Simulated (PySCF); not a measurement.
Compound: C6H9Br.
Structure used (PBE0-D3(BJ)/def2-SVP), in Å, numbered top down from 1:
```
atom  x, y, z in Å
C1     2.3189    0.0259   -0.6360
C2     1.0223    0.1352   -0.3397
C3    -0.1450   -0.3775   -1.1614
C4    -1.3978   -0.0351   -0.3414
C5    -0.8802    0.0778    1.0925
C6     0.4822    0.7318    0.9289
Br7    0.2603    2.6920    0.6980
H8     3.0900    0.4172    0.0329
H9     2.6518   -0.4450   -1.5650
H10   -0.1617    0.0641   -2.1693
H11   -0.0463   -1.4678   -1.2959
H12   -2.1991   -0.7801   -0.4477
H13   -1.8057    0.9376   -0.6572
H14   -0.7115   -0.9295    1.5148
H15   -1.5466    0.6209    1.7765
H16    1.1522    0.6441    1.7915
```

All values: B3LYP/def2-SVPD (PySCF, non-relativistic), on one gas-phase PBE0-D3(BJ)/def2-SVP geometry that isn't relaxed in the solvent. The solvent is an IEF-PCM continuum (van der Waals radii × 1.2). The model holds no explicit solvent molecules, cavitation or dispersion. Spin–orbit coupling is left out although an atom past zinc is present.

Gas phase at B3LYP/def2-SVPD: HOMO -7.00 eV, LUMO -1.21 eV, dipole 2.29 D.

Question: What does the continuum do to the energy, the frontier levels and the dipole at B3LYP/def2-SVPD in chloroform and acetone?

Answer: 
```
   solvent      ε  E(solvent) − E(gas) (kJ/mol)  polarisation term (kJ/mol)  distortion of the solute (kJ/mol)  HOMO (eV)  LUMO (eV)  dipole (D)
chloroform  4.711                         -9.87                      -11.17                               1.30      -6.97      -1.18        2.94
   acetone  20.49                        -13.27                      -15.71                               2.44      -6.97      -1.19        3.18
```

The first energy column is the sum of the next two and covers electrostatics alone. From chloroform to acetone the lowering changes by a factor 1.34, Onsager's factor (ε − 1)/(2ε + 1) by 1.30 and ε itself by 4.3.

Question: Which radius a makes the point-dipole formula ΔE = −[(ε − 1)/(2ε + 1)]·μ²/a³ give the value in acetone, with the gas-phase dipole?

Answer: μ = 0.902 au and |ΔE| = 0.00505 Eh give a = 2.23 Å; the farthest nucleus lies 3.00 Å from the centroid of the nuclei, so such a sphere wouldn't even hold the nuclei. The formula assumes a rigid point dipole at the centre of a sphere.

Question: Give the dipole vector in the frame of the coordinates (D, pointing from negative to positive charge), gas and acetone.

Answer: Gas (-0.25, -2.28, -0.10), solvent (-0.32, -3.17, 0.01). Its length changes by +39 % and its direction by 3°.

Question: How does the static polarisability (B3LYP/def2-SVPD, frozen core, with the continuum's full static response) change?

Answer: 
```
    medium  isotropic (au)  principal values (au)  ⟨r²⟩ of the electrons (bohr²)
       gas            93.2      77.6, 96.1, 105.9                         1141.2
chloroform           119.0     99.5, 121.2, 136.3                         1140.7
   acetone           130.2    110.2, 131.5, 148.9                         1140.6
```

The isotropic value in acetone is 1.40 times the gas-phase one; no cavity-field correction is applied. ⟨r²⟩ is taken about the centre of nuclear charge.
